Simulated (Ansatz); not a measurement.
Cost and result for the atomization energy of `[F][Ga]([F])[SH]` (5 atoms, 4 bonds).

| atom | x (Å) | y (Å) | z (Å) |
| --- | --- | --- | --- |
| F1 | -2.051 | 0.882 | 0.266 |
| Ga2 | -0.429 | 0.366 | -0.071 |
| F3 | 0.458 | 1.385 | -1.167 |
| S4 | 0.428 | -1.417 | 0.805 |
| H5 | 1.595 | -1.216 | 0.167 |

The species carries charge 0 and has multiplicity 1. Correlated methods include outer-core shells of Ga, which these sets cover unevenly. Scalar relativity is left out up to krypton. Geometry: relaxed with PBE0-D4/def2-TZVP. It is one conformer, not always the lowest. Program: Ansatz. All runs use 2 threads of a server CPU on a shared host. Times are those of one run each, without the atoms' runs, and a repeat can differ threefold. Electronic energies, without spin–orbit coupling; frozen cores. CCSD(T)/CBS adds CCSD(T) − MP2 in def2-TZVPP to the MP2 limit, and its time is that of the two runs behind it. T1 = 0.014. With those shells the extrapolation isn't a true limit. B3LYP takes the VWN-RPA correlation (the form of Gaussian; ORCA's B3LYP/G).

CCSD(T)/CBS is a level of theory with its own doubt, some kJ/mol a heavy atom from the limit and from the frozen cores, so smaller differences don't rank the functionals.

```json
{"level": "BLYP-D4/def2-TZVPP", "functions": "166", "wall time": "1.4 s", "atomization (kJ/mol)": "1590.1", "difference from CCSD(T)/CBS": "-34.1", "per bond": "-8.5"}
{"level": "PBE-D4/def2-TZVPP (with forces)", "functions": "166", "wall time": "1.8 s", "atomization (kJ/mol)": "1641.7", "difference from CCSD(T)/CBS": "17.5", "per bond": "4.4"}
{"level": "PBE0-D4/def2-TZVPP", "functions": "166", "wall time": "2.1 s", "atomization (kJ/mol)": "1587.9", "difference from CCSD(T)/CBS": "-36.3", "per bond": "-9.1"}
{"level": "BHLYP-D4/def2-TZVPP", "functions": "166", "wall time": "2.3 s", "atomization (kJ/mol)": "1508.4", "difference from CCSD(T)/CBS": "-115.8", "per bond": "-29.0"}
{"level": "CAM-B3LYP-D4/def2-TZVPP", "functions": "166", "wall time": "2.6 s", "atomization (kJ/mol)": "1600.4", "difference from CCSD(T)/CBS": "-23.8", "per bond": "-5.9"}
{"level": "CCSD(T)/def2-SVP", "functions": "83", "wall time": "2.8 s", "atomization (kJ/mol)": "1507.8", "difference from CCSD(T)/CBS": "-116.4", "per bond": "-29.1"}
{"level": "B3LYP-D4/def2-TZVPP (with forces)", "functions": "166", "wall time": "2.9 s", "atomization (kJ/mol)": "1575.7", "difference from CCSD(T)/CBS": "-48.5", "per bond": "-12.1"}
{"level": "r2SCAN-D4/def2-TZVPP (with forces)", "functions": "166", "wall time": "3.1 s", "atomization (kJ/mol)": "1627.3", "difference from CCSD(T)/CBS": "3.1", "per bond": "0.8"}
{"level": "r2SCANh-D4/def2-TZVPP", "functions": "166", "wall time": "3.7 s", "atomization (kJ/mol)": "1604.1", "difference from CCSD(T)/CBS": "-20.1", "per bond": "-5.0"}
{"level": "ωB97X-V/def2-TZVPP", "functions": "166", "wall time": "5.5 s", "atomization (kJ/mol)": "1624.3", "difference from CCSD(T)/CBS": "0.1", "per bond": "0.0"}
{"level": "MP2/def2-QZVPP", "functions": "303", "wall time": "11 s", "atomization (kJ/mol)": "1687.3", "difference from CCSD(T)/CBS": "63.1", "per bond": "15.8"}
{"level": "CCSD(T)/def2-TZVPP", "functions": "166", "wall time": "32 s", "atomization (kJ/mol)": "1583.7", "difference from CCSD(T)/CBS": "-40.5", "per bond": "-10.1"}
{"level": "CCSD(T)/CBS(def2)", "functions": "–", "wall time": "43 s", "atomization (kJ/mol)": "1624.2", "difference from CCSD(T)/CBS": "0.0", "per bond": "0.0"}
```

From r2SCAN to r2SCAN0 (25 % exact exchange), in def2-TZVPP and without D4, the atomization energy moves by −56.3 kJ/mol: exact exchange takes away binding that semilocal exchange gives to molecules. At CCSD(T), def2-SVP lies −116.4 kJ/mol from the extrapolated value and def2-TZVPP −40.6 kJ/mol: correlation converges slowly with the basis, and small sets miss more of it in the bonded molecule than in its fragments. The D4 term adds +16.1 kJ/mol with B3LYP and +8.3 kJ/mol with PBE0; it sums over pairs of atoms, weighted by their polarisabilities, and B3LYP, whose exchange is more repulsive, gets the larger term.
